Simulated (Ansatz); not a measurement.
## One arrangement of a pair

The pair of K⁺ (SMILES [K+], atom 1) and Al2H4O5 (SMILES O[Al](O)O[Al](O)O, atoms 2–12), both closed shells, in one local arrangement (a lower one may exist), relaxed at PBE0-D4/def2-TZVP:

| atom | x (Å) | y (Å) | z (Å) |
| --- | --- | --- | --- |
| K1 | 1.5866 | -0.8801 | -2.4640 |
| O2 | -0.6186 | 3.1858 | 0.2150 |
| Al3 | -0.1173 | 1.6655 | -0.2386 |
| O4 | 0.7681 | 1.5312 | -1.7091 |
| O5 | -0.3221 | 0.1787 | 0.5004 |
| Al6 | -0.2435 | -1.4655 | 0.7986 |
| O7 | 0.6150 | -2.2987 | -0.4396 |
| O8 | -0.8434 | -2.3744 | 2.0564 |
| H9 | -1.1124 | 3.4772 | 0.9779 |
| H10 | 0.9250 | 2.3469 | -2.1912 |
| H11 | 0.7013 | -3.2496 | -0.3362 |
| H12 | -1.3388 | -2.1169 | 2.8304 |

Program: Ansatz 0.2.0. Basis: def2-TZVPPD, with def2-QZVPPD for the basis limit. Cores are frozen in the correlated methods. The outer core shell of Li, Na, Mg and K is correlated. The def2 sets are not built for correlating such inner shells, so the correlated values are less sure here. B3LYP uses VWN-RPA correlation. Extrapolation: Hartree–Fock as exp(−7.88 √X), correlation as X^−2.97. Interaction energies count from these two fragments, frozen as in the pair, with the counterpoise correction; negative means bound.

(1) What is the interaction energy by CCSD(T) at an estimated basis limit (MP2 extrapolated from triple and quadruple zeta, plus CCSD(T) − MP2 in triple zeta)? (Judge from chemistry; the value comes from the calculation.)

No T1 diagnostic of these runs exceeds 0.014.

Answers

(1) By the calculation: -38.21 kcal/mol. Hartree–Fock alone gives -36.77 kcal/mol at the basis limit. It counts from the two fragments frozen as in the pair.

The same quantity by other methods in triple zeta, and each one's difference from that estimate:
```csv
method,E_int (kcal/mol),difference
PBE-D4,-36.88,1.34
revPBE-D4,-34.69,3.52
BLYP-D4,-36.68,1.54
r2SCAN-D4,-37.37,0.84
B97M-V,-37.43,0.78
PBE0-D4,-37.95,0.27
B3LYP-D4,-38.18,0.04
HSE06-D4,-37.93,0.28
wB97X-V,-38.09,0.13
wB97M-V,-38.11,0.11
B2PLYP,-36.65,1.56
HF,-36.47,1.74
MP2,-36.37,1.85
CCSD,-36.49,1.72
CCSD(T),-36.32,1.90
```
Differences are method less estimate.

Energy to bend the free fragments (PBE0-D4 minima) into their shapes in the pair, CCSD(T)/def2-TZVPPD: Al2H4O5 3.74 kcal/mol. This must be added to the interaction energy to get the binding energy from relaxed fragments.

Basis-set superposition shift (counterpoise-corrected less uncorrected): CCSD(T) 2.27; MP2 2.09; HF 0.20; PBE0-D4 0.37; wB97M-V 0.33 kcal/mol.

For scale, one of the runs: CCSD(T)/def2-TZVPPD, 400 basis functions, launched by `ansatz run in.yaml --threads 2 --pin off --events-out ev --progress --plain --max-ram 32768MiB --backend cuda --devices 0, --max-vram 18GiB`. Hardware: 2 CPU threads and a share of one NVIDIA H100, shared host. Wall time 15 s; peak host memory 1.9 GiB.
